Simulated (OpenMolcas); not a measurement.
Co⁵⁺: effect of the basis set

- Program: OpenMolcas 26.06
- Method: CASSCF
- Active space: 4 electrons in 5 orbitals (3d)
- State averaging: 2S+1 = 5 even, 5 roots; 2S+1 = 3 even, 45 roots; 2S+1 = 1 even, 50 roots
- Spin-orbit coupling: state interaction with AMFI integrals over the reference wave functions, term energies averaged over their components

A. ANO-RCC-VDZP [5s4p2d1f], DKH2, point nucleus; cost of the order of 30 core-seconds
B. ANO-RCC-VTZP [6s5p3d2f1g], DKH2, point nucleus; cost roughly 18 core-seconds
C. ANO-L-VTZP [6s5p3d2f1g], non-relativistic, point nucleus; cost about 18 core-seconds
D. ANO-R2 [7s5p4d2f1g], X2C, finite nucleus; cost of the order of 90 core-seconds
E. ANO-RCC-VQZP [7s6p4d3f2g1h], DKH2, point nucleus; cost roughly 40 core-seconds
F. ANO-R3 [8s5p5d3f2g1h], X2C, finite nucleus; cost roughly 19 core-seconds

Energies in cm-1 above 3d4 5D0, the measured ground level; measured values from Sugar and Corliss, J. Phys. Chem. Ref. Data 10, 1097 (1981).

| Level | A | B | C | D | E | F | Measured |
| --- | --- | --- | --- | --- | --- | --- | --- |
| 3d4 5D0 | 0.0 | 0.0 | 0.0 | 0.0 | 0.0 | 0.0 | 0.0 |
| 3d4 5D1 | 213 | 217 | 221 | 203 | 206 | 205 | 204 |
| 3d4 5D2 | 623 | 636 | 646 | 595 | 604 | 600 | 589 |
| 3d4 5D3 | 1205 | 1231 | 1249 | 1154 | 1172 | 1163 | 1125 |
| 3d4 5D4 | 1936 | 1977 | 2005 | 1857 | 1885 | 1871 | 1782 |
| 3d4 3H4 | 30225 | 30771 | 30480 | 30633 | 30467 | 30555 | 28377 |
| 3d4 3H5 | 30681 | 31235 | 30951 | 31065 | 30906 | 30993 | 28806 |
| 3d4 3H6 | 31171 | 31735 | 31457 | 31534 | 31381 | 31466 | 29234 |
| 3d4 3P0(1) | 31993 | 32571 | 32217 | 32529 | 32320 | 32419 | 27166 |
| 3d4 3P1(1) | 33249 | 33850 | 33513 | 33726 | 33534 | 33630 | 28462 |
| 3d4 3F2(1) | 34885 | 35509 | 35176 | 35335 | 35150 | 35246 | 30555 |
| 3d4 3F3(1) | 34957 | 35581 | 35246 | 35410 | 35225 | 35321 | 30635 |
| 3d4 3F4(1) | 35168 | 35796 | 35464 | 35613 | 35430 | 35526 | 30817 |
| 3d4 3P2(1) | 35393 | 36035 | 35719 | 35785 | 35617 | 35709 | 30506 |
| 3d4 3G3 | 38221 | 38892 | 38545 | 38670 | 38484 | 38582 | 34026 |
| 3d4 3G4 | 38738 | 39419 | 39077 | 39167 | 38987 | 39084 | 34475 |
| 3d4 3G5 | 39116 | 39803 | 39464 | 39533 | 39356 | 39453 | 34855 |
| 3d4 1I6 | 45674 | 46488 | 46056 | 46242 | 46007 | 46129 | 42800 |
| 3d4 1G4(1) | 48309 | 49171 | 48709 | 48904 | 48658 | 48782 | 41926 |
| 3d4 3D3 | 49203 | 50041 | 49598 | 49756 | 49530 | 49645 | 41676 |
| 3d4 3D2 | 49362 | 50203 | 49761 | 49910 | 49685 | 49800 | 41856 |
| 3d4 3D1 | 49578 | 50423 | 49985 | 50112 | 49891 | 50005 | 42098 |
| 3d4 1S0(1) | 55930 | 56909 | 56365 | 56616 | 56337 | 56469 | 45372 |
| 3d4 1D2(1) | 59674 | 60697 | 60134 | 60367 | 60085 | 60219 | 52740 |

Deviations, from unrounded energies. A percentage is the sum of absolute deviations over the sum of measured energies, with the sign that they share, or ± where signs differ.

| Against measurement | Levels | A | B | C | D | E | F |
| --- | --- | --- | --- | --- | --- | --- | --- |
| mean absolute deviation (cm-1) | 23 | 4100 | 4700 | 4400 | 4500 | 4400 | 4500 |
| fine structure of the ground term (%) | 4 | +7.5 | +9.8 | +11.4 | ±3.0 | +4.5 | +3.8 |
| other terms of the ground configuration (%) | 19 | +14.1 | +16.1 | +15.0 | +15.5 | +14.9 | +15.2 |

A lies closest to measurement on these levels and B furthest from it. The largest miss of A in the table is 3d4 1S0(1), by +11000 cm-1. The ranking rests on the paired levels alone, and a cruder setting can come out closer through cancelling errors.

Among A to F the level of the table that moves most is 3d4 1D2(1), by 1000 cm-1 (lowest in A, highest in B).

Without dynamic correlation excited terms often stand tens of per cent too high (terms of higher spin than the ground term too low), and those without a measured partner can miss by more than the paired ones. The basis is small and was not contracted for so high a charge (holds for A). Computed and measured levels are paired by configuration, term and J; levels that our copy of the source lacks, or whose pairing is in doubt (as where it misses far off the trend of its configuration), stay unpaired and out of the deviations. Only configurations of the active space appear. Levels that lie high or do not pair safely by name in every column are left out.

A number in round brackets counts repeated terms of one configuration in the order of the reference energies.
